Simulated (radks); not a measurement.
All-electron atom: the iridium ion Ir+ in [Xe] 4f14 5d6 6s0.5 6p1.5 (fractional occupations, a model configuration).

Calculated with a radial shooting solver on a logarithmic mesh with Libxc functionals: Dirac Kohn-Sham, PBE, spin-unpolarised, spherical densities, finite nucleus; open shells fill j = l - 1/2 first; Fermi nuclear charge, rms radius 5.4032 fm.

Energy parts (eV):
| part | energy |
|---|---|
| total | -485827.79 |
| kinetic | 553324.02 |
| electron-nucleus | -1218093.16 |
| Hartree | 188421.56 |
| exchange-correlation | -9480.19 |

Orbitals (lengths in bohr, moments of r in powers of bohr; <r^-3> diverges for s and p1/2; r(90%) holds 90 % of the orbital's charge):
orbital  occ.  eigenvalue (eV)      <r^2>  <r^-3>  r(90%)
1s1/2       2        -75995.99  0.0004197       -  0.0318
2s1/2       2        -13295.86   0.006361       -   0.114
2p1/2       2        -12740.41   0.004517       -   0.100
2p3/2       4        -11112.94   0.005710   18750   0.111
3s1/2       2        -3119.570    0.04139       -   0.279
3p1/2       2        -2869.915    0.03783       -   0.271
3p3/2       4        -2513.568    0.04431    4312   0.292
3d3/2       4        -2095.452    0.03413   750.2   0.265
3d5/2       6        -2018.440    0.03590   628.7   0.271
4s1/2       2        -675.7117     0.2024       -   0.608
4p1/2       2        -570.2184     0.2074       -   0.620
4p3/2       4        -485.9435     0.2411    1022   0.668
4d3/2       4        -312.7284     0.2578   157.9   0.706
4d5/2       6        -297.0835     0.2701   129.4   0.722
5s1/2       2        -110.6774      1.072       -    1.40
5p1/2       2         -77.4607      1.273       -    1.54
4f5/2       6         -76.8194     0.3456   25.74   0.862
4f7/2       8         -73.6993     0.3558   24.48   0.875
5p3/2       4         -63.7686      1.516   163.2    1.68
5d3/2       4         -19.8078      2.911   14.21    2.42
5d5/2       2         -18.4440      3.126   11.29    2.52
6s1/2     0.5         -15.7021      7.629       -    3.79
6p1/2     1.5          -9.5660      11.66       -    4.74
6p3/2       0          -8.3607      14.00   14.26    5.18

The highest occupied level is 6p1/2 at -9.566 eV. The density falls to 0.001 e/bohr^3 at r = 4.51 bohr. The electron density at the nucleus is 1.821e+06 e/bohr^3.
